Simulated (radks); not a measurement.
Nb13+, 28 electrons, occupied as [Ar] 3d10.

All-electron calculation, Dirac Kohn-Sham, PBE, spin-unpolarised, spherical densities, finite nucleus; Fermi nuclear charge, rms radius 4.324 fm. Program: a radial shooting solver on a logarithmic mesh with Libxc functionals.

Energy parts (hartree):
part                       energy
total                 -3763.12112
kinetic                3896.66887
electron-nucleus      -8796.28615
Hartree                1247.18794
exchange-correlation   -110.69178

Orbitals (lengths in bohr, moments of r in powers of bohr):
orbital  occ.  eigenvalue (hartree)      <r^4>     <r^2>  <1/r>
1s1/2       2             -701.2164  7.983e-06  0.001757  42.40
2s1/2       2             -106.6801   0.001485   0.02933  9.634
2p1/2       2             -98.77254  0.0009899   0.02219  9.609
2p3/2       4             -95.24403   0.001102   0.02356  9.172
3s1/2       2             -25.80456    0.07465    0.2204  3.307
3p1/2       2             -22.81558    0.07672    0.2180  3.210
3p3/2       4             -22.23056    0.08353    0.2278  3.106
3d3/2       4             -16.96025    0.08313    0.2104  2.927
3d5/2       6             -16.84910    0.08533    0.2134  2.900

The highest occupied level is 3d5/2 at -458.49 eV. The density falls to 0.001 e/bohr^3 at r = 1.43 bohr.
